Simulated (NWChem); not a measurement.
Everything below was run with NWChem. System: F2Sn, charge 0, spin multiplicity 1, displaced from the optimised geometry. The structure started from a generated list of species. Level: BLYP/def2-TZVP with def2 effective core potentials on Sn.

Input file:

```
start mol
memory heap 200 mb stack 900 mb global 1100 mb
geometry units angstroms nocenter noautoz
  Sn     0.000000     0.000000    -0.354124
  F      1.504781     0.000000     0.983677
  F     -1.504781     0.000000     0.983677
  symmetry group C2v
end
basis spherical
  * library def2-tzvp
end
ecp
  Sn library def2-ecp
end
dft
  xc becke88 lyp
  semidirect memsize 60000000 filesize 0
  iterations 100
  grid medium
end
task dft gradient
```

NWChem printed:

```
             Northwest Computational Chemistry Package (NWChem) 7.3.0
             --------------------------------------------------------

                                NWChem Input Module
                                -------------------

 Scaling coordinates for geometry "geometry" by  1.889725989
 (inverse scale =  0.529177249)

 Turning off AUTOSYM since
 SYMMETRY directive was detected!

                             Geometry "geometry" -> ""
                             -------------------------

 Output coordinates in angstroms (scale by  1.889725989 to convert to a.u.)

  No.       Tag          Charge          X              Y              Z
 ---- ---------------- ---------- -------------- -------------- --------------
    1 Sn                  50.0000     0.00000000     0.00000000    -0.35412400
    2 F                    9.0000     1.50478100     0.00000000     0.98367700
    3 F                    9.0000    -1.50478100     0.00000000     0.98367700

 Effective nuclear repulsion energy (a.u.)     250.7786131378

            Nuclear Dipole moment (a.u.)
            ----------------------------
        X                 Y               Z
 ---------------- ---------------- ----------------
     0.0000000000     0.0000000000    -0.0000264562

      Symmetry information
      --------------------

 Group name             C2v
 Group number             16
 Group order               4
 No. of unique centers     2

      Symmetry unique atoms

     1    2


 Summary of "ao basis" -> "" (spherical)
 ------------------------------------------------------------------------------
       Tag                 Description            Shells   Functions and Types
 ---------------- ------------------------------  ------  ---------------------
 *                         def2-tzvp                  on all atoms

                                 NWChem DFT Module
                                 -----------------

 Summary of "ao basis" -> "ao basis" (spherical)
 ------------------------------------------------------------------------------
       Tag                 Description            Shells   Functions and Types
 ---------------- ------------------------------  ------  ---------------------
 Sn                        def2-tzvp                16       50   6s5p3d2f
 F                         def2-tzvp                11       31   5s3p2d1f

 Summary of "ao basis" -> "ao basis" (spherical)
 ------------------------------------------------------------------------------
       Tag                 Description            Shells   Functions and Types
 ---------------- ------------------------------  ------  ---------------------
 Sn                        def2-tzvp                16       50   6s5p3d2f
 F                         def2-tzvp                11       31   5s3p2d1f

      Symmetry analysis of basis
      --------------------------

        a1         42
        a2         15
        b1         33
        b2         22

            General Information
            -------------------
          SCF calculation type: DFT
          Wavefunction type:  closed shell.
          No. of atoms     :     3
          No. of electrons :    40
           Alpha electrons :    20
            Beta electrons :    20
          Charge           :     0
          Spin multiplicity:     1
          Use of symmetry is: on ; symmetry adaption is: on
          Maximum number of iterations: 100
          AO basis - number of functions:   112
                     number of shells:    38
[...]
    17      0.538145  1 Sn py                11     -0.364826  1 Sn py
    14      0.357582  1 Sn py                20      0.278027  1 Sn py
    57     -0.134619  2 F  py                88     -0.134619  3 F  py
    63     -0.106004  2 F  py                94     -0.106004  3 F  py
    60     -0.100193  2 F  py                91     -0.100193  3 F  py

 Vector   22  Occ=0.000000D+00  E=-6.136261D-02  Symmetry=b1
              MO Center=  2.6D-14, -5.8D-15, -6.5D-01, r^2= 4.5D+00
   Bfn.  Coefficient  Atom+Function         Bfn.  Coefficient  Atom+Function
  ----- ------------  ---------------      ----- ------------  ---------------
    19      0.557296  1 Sn px                16      0.336124  1 Sn px
    13      0.309328  1 Sn px                10     -0.293449  1 Sn px
    35      0.224004  1 Sn d  1              58      0.133310  2 F  pz
    89     -0.133310  3 F  pz                25     -0.122281  1 Sn d  1
    61      0.106650  2 F  pz                92     -0.106650  3 F  pz

 Vector   23  Occ=0.000000D+00  E=-4.725835D-02  Symmetry=a1
              MO Center=  8.3D-15, -9.5D-15, -3.8D-01, r^2= 4.8D+00
   Bfn.  Coefficient  Atom+Function         Bfn.  Coefficient  Atom+Function
  ----- ------------  ---------------      ----- ------------  ---------------
    21      0.607485  1 Sn pz                 5      0.380228  1 Sn s
    18      0.307950  1 Sn pz                15      0.275485  1 Sn pz
    12     -0.261405  1 Sn pz                 2      0.203890  1 Sn s
     3     -0.173901  1 Sn s                 34     -0.161064  1 Sn d  0
    56      0.145247  2 F  px                87     -0.145247  3 F  px

 center of mass
 --------------
 x =   0.00000000 y =   0.00000000 z =  -0.05303497

 moments of inertia (a.u.)
 ------------------
         183.656349335761           0.000000000000           0.000000000000
           0.000000000000         490.905925478564           0.000000000000
           0.000000000000           0.000000000000         307.249576142803

     Multipole analysis of the density
     ---------------------------------

     L   x y z        total         alpha         beta         nuclear
     -   - - -        -----         -----         ----         -------
     0   0 0 0     -0.000000    -20.000000    -20.000000     40.000000

     1   1 0 0      0.000000      0.000000      0.000000      0.000000
     1   0 1 0     -0.000000     -0.000000     -0.000000      0.000000
     1   0 0 1     -1.619217    -10.178358    -10.178358     18.737499

     2   2 0 0    -29.991669    -87.771600    -87.771600    145.551530
     2   1 1 0      0.000000      0.000000      0.000000      0.000000
     2   1 0 1      0.000000      0.000000      0.000000      0.000000
     2   0 2 0    -22.168740    -11.084370    -11.084370      0.000000
     2   0 1 1      0.000000      0.000000      0.000000      0.000000
     2   0 0 2    -26.738077    -49.394028    -49.394028     72.049978

            General Information
            -------------------
          SCF calculation type: DFT
          Wavefunction type:  closed shell.
          No. of atoms     :     3
          No. of electrons :    40
           Alpha electrons :    20
            Beta electrons :    20
          Charge           :     0
          Spin multiplicity:     1
          Use of symmetry is: on ; symmetry adaption is: on
          Maximum number of iterations: 100
          AO basis - number of functions:   112
                     number of shells:    38
          Convergence on energy requested:  1.00D-06
          Convergence on density requested:  1.00D-05
          Convergence on gradient requested:  5.00D-04

              XC Information
              --------------
                    Becke 1988 Exchange Functional  1.000
              Lee-Yang-Parr Correlation Functional  1.000

             Grid Information
             ----------------
          Grid used for XC integration:  medium
          Radial quadrature: Mura-Knowles
          Angular quadrature: Lebedev.
          Tag              B.-S. Rad. Rad. Pts. Rad. Cut. Ang. Pts.
          ---              ---------- --------- --------- ---------
          Sn                  1.45      123           8.0       590
          F                   0.50       49           8.0       434
          Grid pruning is: on
          Number of quadrature shells:   172
          Spatial weights used:  Erf1

          Convergence Information
          -----------------------
          Convergence aids based upon iterative change in
          total energy or number of iterations.
          Levelshifting, if invoked, occurs when the
          HOMO/LUMO gap drops below (HL_TOL):  1.00D-02
          DIIS, if invoked, will attempt to extrapolate
          using up to (NFOCK): 10 stored Fock matrices.

                    Damping( 0%)  Levelshifting(0.5)       DIIS
                  --------------- ------------------- ---------------
          dE  on:    start            ASAP                start
          dE off:    2 iters        100 iters           100 iters

      Screening Tolerance Information
      -------------------------------
          Density screening/tol_rho:  1.00D-10
          AO Gaussian exp screening on grid/accAOfunc:  14
          CD Gaussian exp screening on grid/accCDfunc:  20
          XC Gaussian exp screening on grid/accXCfunc:  20
          Schwarz screening/accCoul:  1.00D-08

                            NWChem DFT Gradient Module
                            --------------------------

  charge          =   0.00
  wavefunction    = closed shell

  Using symmetry

                         DFT ENERGY GRADIENTS

    atom               coordinates                        gradient
                 x          y          z           x          y          z
   1 Sn      0.000000   0.000000  -0.669197    0.000000   0.000000  -0.017554
   2 F       2.843624   0.000000   1.858880    0.008879   0.000000   0.008777
   3 F      -2.843624   0.000000   1.858880   -0.008879   0.000000   0.008777

                 ----------------------------------------
                 |  Time  |  1-e(secs)   |  2-e(secs)   |
                 ----------------------------------------
                 |  CPU   |       0.03   |       6.13   |
                 ----------------------------------------
                 |  WALL  |       0.03   |       6.13   |
                 ----------------------------------------

 Task  times  cpu:       10.1s     wall:       10.1s

 Total times  cpu:       10.2s     wall:       10.2s
```
